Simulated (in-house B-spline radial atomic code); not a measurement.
## Cr IV (Cr3+): [Ne] 3s1 3p6 3d4 (with a hole in an inner shell)

All numbers are computed (Dirac-Kohn-Sham PBE, spherical fractional occupations; Fermi nucleus of rms radius 3.6452 fm) with a B-spline radial code for spherical atoms, not measured.

Effective charges: Z_r = [3n² - l(l+1)]/(2<r>) from the radius, Z_e = n√(-2ε) from the energy, and Slater's rules. Values are occupation-weighted means over j.

| shell | electrons | ε (eV) | <r> (bohr) | Z_r | Z_e | Slater |
| --- | --- | --- | --- | --- | --- | --- |
| 1s | 2 | -5924.8 | 0.06355 | 23.61 | 20.87 | 23.70 |
| 2s | 2 | -710.07 | 0.2928 | 20.49 | 14.45 | 19.85 |
| 2p | 6 | -603.8 | 0.2596 | 19.26 | 13.32 | 19.85 |
| 3s | 1 | -114.16 | 0.8853 | 15.25 | 8.69 | 13.10 |
| 3p | 6 | -85.155 | 0.9339 | 13.39 | 7.51 | 13.10 |
| 3d | 4 | -40.336 | 1.092 | 9.62 | 5.17 | 5.95 |

The least bound orbital is 3d5/2 at -40.29 eV, and it is also the most diffuse (<r> = 1.093 bohr). The part-filled 3s shell lies below the filled 3p shell in orbital energy.

Spin-orbit splittings of the orbital energies (j = l + 1/2 above j = l - 1/2 when positive): 2p 8.663 eV, 3p 1.081 eV, 3d 0.1134 eV.

For the 1s electron the small component carries 0.742 % of the norm, the zero-frequency Breit interaction raises the level by 6.46 eV, self-energy by 3.136 eV, and vacuum polarisation lowers it by 0.2555 eV.

The density falls to 0.001 bohr⁻³ at 2.836 bohr; Σ<r²> = 13.683 bohr² gives, by the non-relativistic formula and without the paramagnetism of open shells, a Langevin diamagnetic susceptibility of -10.84×10⁻⁶ cm³/mol.
